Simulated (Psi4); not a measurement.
Calculation: SAPT0/jun-cc-pVDZ, frozen core (Psi4 1.11).

Psi4 input:

```
molecule {
0 1
F 1.18207748 -0.47404377 -0.34598736
C -0.00482178 0.05812378 -0.02275603
F -0.97166164 -0.72217231 -0.52541303
F -0.11726561 0.06756075 1.31271255
H -0.08832845 1.07053155 -0.41855613
--
0 1
F -2.01551317 -3.61762212 -0.27184517
B -1.63241796 -2.98128867 0.81428356
F -2.50135870 -2.27476693 1.50433201
F -0.37935558 -3.04910155 1.20954721
units angstrom
symmetry c1
no_reorient
no_com
}
set basis jun-cc-pvdz
set scf_type df
set freeze_core true
energy('sapt0')
```

Part of the output:

```
    SAPT Results
  --------------------------------------------------------------------------------------------------------
    Electrostatics                 -3.41531520 [mEh]      -2.14314264 [kcal/mol]      -8.96690881 [kJ/mol]
      Elst10,r                     -3.41531520 [mEh]      -2.14314264 [kcal/mol]      -8.96690881 [kJ/mol]

    Exchange                        4.14281785 [mEh]       2.59965745 [kcal/mol]      10.87696677 [kJ/mol]
      Exch10                        4.14281785 [mEh]       2.59965745 [kcal/mol]      10.87696677 [kJ/mol]
      Exch10(S^2)                   4.13611091 [mEh]       2.59544878 [kcal/mol]      10.85935770 [kJ/mol]

    Induction                      -0.78730526 [mEh]      -0.49404151 [kcal/mol]      -2.06706967 [kJ/mol]
      Ind20,r                      -1.81681610 [mEh]      -1.14006931 [kcal/mol]      -4.77005001 [kJ/mol]
      Exch-Ind20,r                  1.19966241 [mEh]       0.75279953 [kcal/mol]       3.14971323 [kJ/mol]
      delta HF,r (2)               -0.17015157 [mEh]      -0.10677172 [kcal/mol]      -0.44673289 [kJ/mol]

    Dispersion                     -1.90824171 [mEh]      -1.19743975 [kcal/mol]      -5.01008791 [kJ/mol]
      Disp20                       -2.11570064 [mEh]      -1.32762220 [kcal/mol]      -5.55477128 [kJ/mol]
      Exch-Disp20                   0.20745894 [mEh]       0.13018245 [kcal/mol]       0.54468337 [kJ/mol]
      Disp20 (SS)                  -1.05785032 [mEh]      -0.66381110 [kcal/mol]      -2.77738564 [kJ/mol]
      Disp20 (OS)                  -1.05785032 [mEh]      -0.66381110 [kcal/mol]      -2.77738564 [kJ/mol]
      Exch-Disp20 (SS)              0.12518725 [mEh]       0.07855619 [kcal/mol]       0.32867909 [kJ/mol]
      Exch-Disp20 (OS)              0.08227169 [mEh]       0.05162626 [kcal/mol]       0.21600428 [kJ/mol]

  Total HF                         -0.05980261 [mEh]      -0.03752670 [kcal/mol]      -0.15701172 [kJ/mol]
  Total SAPT0                      -1.96804431 [mEh]      -1.23496645 [kcal/mol]      -5.16709963 [kJ/mol]
```
